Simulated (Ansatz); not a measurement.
Z-matrix (Å, degrees):
```
C
Al 1 1.936
H 1 1.095 2 110.3
H 1 1.092 2 113.1 3 -121.4
H 1 1.095 2 110.4 3 117.0
C 2 1.988 1 121.1 3 -60.4
H 2 1.588 1 126.7 3 119.4
Cl 6 1.780 2 114.3 1 0.0
N 6 1.256 2 129.4 1 -180.0
H 9 1.022 6 110.1 2 0.0
```

Total charge 0; spin multiplicity 1.

(1) List the B3LYP/def2-TZVPP orbital energies in eV (Ansatz 0.2.0). (Best estimate.)

## Answers

(1) Computed: Occupied: -2762.43, -1524.74, -389.82, -279.04, -276.45, -257.15, -196.21, -196.03, -196.00, -112.74, -73.50, -73.29, -73.25, -25.52, -22.51, -18.94, -15.81, -13.50, -11.69, -11.26, -11.18, -10.59, -10.17, -8.70, -8.24, -8.19, -7.20. Lowest empty: -2.32, -0.21, -0.11, 0.40, 0.86, 1.96, 2.15, 2.56.

B3LYP here is the variant with VWN-RPA as its local correlation; programs differ in this.
